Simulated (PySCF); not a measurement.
GaBr₂, SMILES [Br][Ga][Br], multiplicity 2.

Geometry: B3LYP-D3(BJ)/def2-SVP. The multiplicity is an assumed one; no other spin state was optimised. The isomer is the one that the SMILES or the coordinates give; other isomers of the formula were not compared.

Calculation: TDA-PBE/def2-SVPD (PySCF).

Vertical excitations. Gas-phase values at a fixed geometry.

```json
[
 {"state": "root 1", "energy (eV)": "2.21", "λ (nm)": "562", "f": "0.001", "main pairs": "β HOMO→LUMO 100 %"},
 {"state": "root 2", "energy (eV)": "2.35", "λ (nm)": "529", "f": "0.000", "main pairs": "β HOMO−1→LUMO 100 %"},
 {"state": "root 3", "energy (eV)": "2.68", "λ (nm)": "463", "f": "0.001", "main pairs": "β HOMO−3→LUMO 97 %"},
 {"state": "root 4", "energy (eV)": "2.70", "λ (nm)": "459", "f": "0.008", "main pairs": "β HOMO−2→LUMO 98 %"},
 {"state": "root 5", "energy (eV)": "3.21", "λ (nm)": "387", "f": "0.021", "main pairs": "α HOMO→LUMO 96 %"},
 {"state": "root 6", "energy (eV)": "4.00", "λ (nm)": "310", "f": "0.047", "main pairs": "α HOMO−2→LUMO 13 %, β HOMO−4→LUMO 81 %"},
 {"state": "root 7", "energy (eV)": "4.43", "λ (nm)": "280", "f": "0.000", "main pairs": "α HOMO−1→LUMO 99 %"},
 {"state": "root 8", "energy (eV)": "4.62", "λ (nm)": "268", "f": "0.014", "main pairs": "α HOMO−2→LUMO 63 %, β HOMO−1→LUMO+1 29 %"},
 {"state": "root 9", "energy (eV)": "4.69", "λ (nm)": "265", "f": "0.055", "main pairs": "α HOMO→LUMO+1 92 %"},
 {"state": "root 10", "energy (eV)": "4.83", "λ (nm)": "257", "f": "0.003", "main pairs": "α HOMO−3→LUMO 71 %, β HOMO−3→LUMO+1 24 %"}
]
```
Unrestricted roots are not spin-pure.
